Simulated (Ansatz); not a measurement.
```xyz
9

N    -0.174   -1.555   -0.358
C     0.352   -0.351   -0.174
O     0.649    0.063    0.984
Si   -0.289    1.696    1.164
F     0.829    2.614    0.393
H    -0.448   -2.099    0.443
H    -0.435   -1.868   -1.276
H     0.622    0.211   -1.068
H    -1.106    1.289   -0.108
```

The species carries charge 0 and has multiplicity 1. The bonds changed during the relaxation, so this is another structure than the one it started from.

Question: List the CAM-B3LYP/def2-TZVPP orbital energies in eV (Ansatz). (Estimate.)

Answer: The calculation gave: Occupied: -1800.94, -672.08, -523.52, -393.77, -283.25, -145.27, -100.66, -100.59, -100.49, -33.15, -32.24, -28.68, -20.77, -18.89, -16.96, -16.67, -15.05, -14.57, -12.90, -12.78, -11.82, -11.04, -10.52, -6.72. Lowest empty: -0.07, 0.97, 1.63, 2.04, 2.61, 3.44, 4.09, 4.85.
